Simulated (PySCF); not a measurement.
C₃H₄BClO.

```xyz
10

B     -0.1325    -0.1690     0.0000
C     -0.4114    -1.6718     0.0000
C     -0.6083    -2.8717     0.0000
H     -0.7851    -3.9325     0.0000
Cl     1.5569     0.3821     0.0000
O     -1.1535     0.6932     0.0000
C     -1.0758     2.0977     0.0000
H     -1.5922     2.4802    -0.8927
H     -1.5922     2.4802     0.8927
H     -0.0344     2.4513     0.0000
```

Geometry: PBE0-D3(BJ)/def2-SVP. The structure was generated by enumeration, and PubChem lists no compound with its InChIKey, so it may never have been made. One conformer was computed; it need not be the lowest.

Method: PBE0/pcSseg-1 run with PySCF. Non-relativistic, no solvent.

Computed absolute GIAO shielding of each atom: isotropic value and principal components (ppm):
```tsv
atom	σ(iso)	σ11	σ22	σ33	span
B1	74.6	59.9	74.6	89.4	29.5
C2	96.8	-6.6	3.4	293.6	300.1
C3	83.8	5.7	20.6	225.1	219.5
H4	28.6	24.1	24.4	37.2	13.0
Cl5	797.0	508.1	919.4	963.3	455.3
O6	165.2	-34.6	184.9	345.3	379.9
C7	129.5	99.4	109.0	180.0	80.6
H8	27.6	23.6	25.4	33.7	10.1
H9	27.6	23.6	25.4	33.7	10.1
H10	26.7	21.9	27.4	30.9	9.0
```
